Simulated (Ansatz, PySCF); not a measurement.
CHCl2, SMILES Cl[CH]Cl (connectivity only; charge and spin as stated), charge +1, multiplicity 1. Atoms are numbered in the order given.

```xyz
4

Cl     0.0000    -1.4326     0.1555
C      0.0000     0.0000    -0.6077
Cl     0.0000     1.4326     0.1555
H      0.0000     0.0000    -1.6992
```
Charge +1, spin multiplicity 1.

Coordinates come from a r2SCAN-D4/def2-TZVP optimisation. The spin state was assumed, not searched. The isomer is the one that the SMILES or the coordinates give; other isomers of the formula were not compared.

Two levels are set side by side: PBE-D3(BJ)/def2-TZVP (Ansatz, a first-principles code) and r2SCAN-D4/def2-TZVP (Ansatz). Each level has its own optimised geometry; the coordinates shown are those of the second. Frequencies come from the Hessian of PySCF at each geometry. Differences are taken from unrounded values.

```tsv
quantity	r2SCAN-D4	PBE-D3(BJ)	PBE-D3(BJ) minus r2SCAN-D4
mean bond length (Å)	1.446	1.454	0.008
bond Cl1–C2 (Å)	1.623	1.631	0.008
bond C2–Cl3 (Å)	1.623	1.631	0.008
bond C2–H4 (Å)	1.091	1.099	0.007
highest harmonic wavenumber (cm⁻¹)	3137	3070	-68
mean harmonic wavenumber (cm⁻¹)	1274	1238	-36
zero-point energy (kcal/mol)	10.93	10.62	-0.30
```
